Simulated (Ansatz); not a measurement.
Basis-set extrapolation for C$_{14}$H$_{12}$, SMILES `C(=C/c1ccccc1)/c1ccccc1` (PBE0-D4/def2-TZVP geometry, frozen core, Ansatz 0.2.0). Multiplicity 1, RHF reference.

```
                      def2-TZVPP   def2-QZVPP
                 HF  -537.319388  -537.341326
    MP2 correlation    -2.201918    -2.340100
CCSD(T) correlation    -2.368480      not run
```

Energies in hartree. Use E(X) = E(∞) + A·exp(−7.88·√X) for Hartree–Fock and E(X) = E(∞) + B·X^(−2.97) for correlation, with X = 3 and 4, and add CCSD(T) minus MP2 of the smaller set to the MP2 limit.

Problem. What is the CCSD(T) energy at the basis-set limit?

Solution. HF limit: -537.341326 + (-0.021938) × 0.13774 = -537.34435. MP2 limit: -2.340100 + (-0.138182) × 0.74074 = -2.44246. Higher-order term: -2.368480 − (-2.201918) = -0.16656. Total: -539.95337 hartree, 697.1 kJ/mol below CCSD(T)/def2-TZVPP.
